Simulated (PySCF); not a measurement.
Compound: C3H6BFSe.
Cartesian coordinates in Å at the PBE0-D3(BJ)/def2-SVP level; atoms count from 1:
```xyz
12
C3H6BFSe angstrom
F      1.484    1.559    0.282
B      1.625    0.393   -0.367
C      0.639   -0.771   -0.078
C     -0.582   -0.469    0.793
C     -1.336    0.484   -0.141
Se    -0.313   -0.101   -1.737
H      2.578    0.253   -1.102
H      0.987   -1.807   -0.161
H     -0.329   -0.033    1.773
H     -1.175   -1.379    0.968
H     -1.144    1.549    0.048
H     -2.413    0.307   -0.248
```

Jobs on this species (12 atoms, 72 electrons) with PySCF (density fitting). Hardware of each: an Arm Neoverse V2 with one thread, shared host. Other jobs ran on the host; a repeat could differ by tens of per cent or more. Peak memory is the resident size of the whole Python process, interpreter and libraries included.

```json
{"level and settings": "delta-SCF UKS SCAN, def2-TZVP on the ionised atom, pcseg-1 elsewhere, spin-free X2C", "work": "ΔSCF core ionisation, 5 holes", "basis functions": "144", "SCF cycles": "?", "wall time": "?", "peak memory": "?"}
{"level and settings": "delta-SCF UKS HF, pcX-2 on the ionised atom, pcseg-1 elsewhere, spin-free X2C", "work": "ΔSCF core ionisation, 5 holes", "basis functions": "158", "SCF cycles": "?", "wall time": "?", "peak memory": "?"}
{"level and settings": "delta-SCF UKS SCAN, pcX-1 on the ionised atom, pcseg-1 elsewhere, spin-free X2C", "work": "ΔSCF core ionisation, 5 holes", "basis functions": "137", "SCF cycles": "88", "wall time": "31 s", "peak memory": "0.44 GiB"}
{"level and settings": "delta-SCF UKS B3LYP, pcX-2 on the ionised atom, pcseg-1 elsewhere, spin-free X2C", "work": "ΔSCF core ionisation, 5 holes", "basis functions": "158", "SCF cycles": "81", "wall time": "49 s", "peak memory": "0.72 GiB"}
{"level and settings": "delta-SCF UKS SCAN, pcX-2 on the ionised atom, pcseg-1 elsewhere, spin-free X2C", "work": "ΔSCF core ionisation, 5 holes", "basis functions": "158", "SCF cycles": "90", "wall time": "36 s", "peak memory": "0.54 GiB"}
{"level and settings": "delta-SCF UKS PBE0, pcX-2 on the ionised atom, pcseg-1 elsewhere, spin-free X2C", "work": "ΔSCF core ionisation, 5 holes", "basis functions": "158", "SCF cycles": "81", "wall time": "50 s", "peak memory": "0.64 GiB"}
{"level and settings": "delta-SCF UKS PBE, pcX-2 on the ionised atom, pcseg-1 elsewhere, spin-free X2C", "work": "ΔSCF core ionisation, 5 holes", "basis functions": "158", "SCF cycles": "85", "wall time": "23 s", "peak memory": "0.60 GiB"}
{"level and settings": "PBE0-D3(BJ)/def2-SVP, grid level 1", "work": "geometry optimisation from a GFN2-xTB start shaken at random", "basis functions": "132", "SCF cycles": "60", "wall time": "61 s", "peak memory": "0.52 GiB"}
{"level and settings": "delta-SCF UKS SCAN, pcX-2 on the ionised atom, pcseg-1 elsewhere, non-relativistic", "work": "ΔSCF core ionisation, 5 holes", "basis functions": "158", "SCF cycles": "89", "wall time": "37 s", "peak memory": "0.60 GiB"}
```

Fill in the missing figures.

- delta-SCF UKS SCAN, def2-TZVP on the ionised atom, pcseg-1 elsewhere, spin-free X2C; ΔSCF core ionisation, 5 holes: 35 s, 0.47 GiB, 89 SCF cycles
- delta-SCF UKS HF, pcX-2 on the ionised atom, pcseg-1 elsewhere, spin-free X2C; ΔSCF core ionisation, 5 holes: 35 s, 0.57 GiB, 86 SCF cycles

What do all jobs in the table cost together?

About 6.0 min; the longest takes about 17 % of that, and about 2.7 times as long as the shortest.
